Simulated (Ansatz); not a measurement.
Ideal-gas functions of `C[Si](F)(Cl)[SeH]` at 400 K and 1 bar, from an Ansatz frequency run at PBE0-D4/def2-TZVP.

Molar mass 177.54 g/mol, point group C1 (symmetry number 1), electronic degeneracy 1, moments of inertia 203.596, 410.952, 478.907 u Å². Harmonic wavenumbers (cm⁻¹, unscaled): 126, 135, 159, 181, 212, 228, 267, 404, 550, 645, 750, 798, 805, 913, 1282, 1439, 1442, 2434, 3057, 3143, 3157.

Use S(trans) = R[1.5 ln M + 2.5 ln T − 1.1517]; rotational temperatures θ = 24.2544 K / I; S(rot) = R[ln(√π/σ · √(T³/θAθBθC)) + 1.5]; for each mode x = 1.438777 ν̃/T, S = R[x/(eˣ − 1) − ln(1 − e⁻ˣ)] and H = RT x/(eˣ − 1); 1 cm⁻¹ = 0.0119627 kJ/mol; R = 8.31446 J/(mol·K).

Task: By hand: the entropy, in J/(mol·K).

Result: Translation 179.6. Rotation: θ = 0.1191, 0.059, 0.0506 K, giving 125.0. Vibration, mode by mode: 14.97, 14.40, 13.07, 12.03, 10.77, 10.19, 8.96, 5.90, 3.88, 2.96, 2.20, 1.92, 1.88, 1.38, 0.47, 0.29, 0.29, 0.01, 0.00, 0.00, 0.00, in all 105.6. Electronic 0.0. Sum 410.2 J/(mol·K).

Task: By hand: H − E and G − E in kJ/mol, counted from the electronic energy.

Result: Zero-point energy ½ × 22127 × 0.0119627 = 132.3; thermal vibration 22.3; translation, rotation and pV give 4 RT = 13.3. H − E = 167.9 kJ/mol, and G − E = 167.9 − 400 × 410.2/1000 = 3.8 kJ/mol.

Vibration gives 26 % of the entropy, 29.4 J/(mol·K) of it from the modes under 150 cm⁻¹: soft modes count most, and the harmonic formula is weakest for them. The sum counts one conformer and one mirror image; others add a mixing term.
